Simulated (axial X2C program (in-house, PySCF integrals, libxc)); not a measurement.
**Potential curves of CSe⁺, two-component**

Computed with an axial X2C code built on PySCF integrals. Two-component (2c) means X2C with spin–orbit coupling and atomic mean-field two-electron Coulomb and Gaunt terms. Basis: Se dyall-cv3z [8s9p6d4f1g], C dyall-v3z [7s6p2d1f] (cores contracted in-house); Gaussian nuclei, density fitting, unrestricted open shells. Masses: Se 79.917 u, C 12.000 u.

State: Ω = 1/2 (⟨Sz⟩ = 0.50, ⟨Lz⟩ = 0.00 at PBE0). Energies in eV from the fragments at the same level (Se+ + C). Fits are polynomials in 1 − R0/R over 0.85 to 1.23 times the lowest point R0.

| R (Å) | PBE0 |
| --- | --- |
| 1.4155 | -3.2720 |
| 1.4806 | -4.2152 |
| 1.5294 | -4.6164 |
| 1.5782 | -4.8186 |
| 1.6270 | -4.8677 |
| 1.6839 | -4.7813 |
| 1.7409 | -4.5859 |
| 1.8141 | -4.2361 |
| 1.9036 | -3.7337 |
| 2.0337 | -3.1479 |

Occupations by symmetry block were frozen at the best pattern of an incomplete PBE0 search. De is counted from the lowest determinant-based energies of the atoms at the same level, without counterpoise correction. Density functionals use the spin component along the axis (collinear). In 2c an atomic determinant is not the ground J level, so De misses part of the atomic spin–orbit lowering. This holds for PBE0. The functionals have no current-density term, which raises determinants with orbital currents, atoms included. The determinant is spin-polarised beyond a pure state at some levels (its spin-free form has ⟨S²⟩ too high), which makes Re and μ there less reliable.

(1) What are Re, ωe and De at the PBE0 level?

Answers

(1) At PBE0, 2c: Re = 1.621 Å, ωe ≈ 1140 cm⁻¹, De = 4.87 eV to Se+ + C; Be follows as 0.615 cm⁻¹.
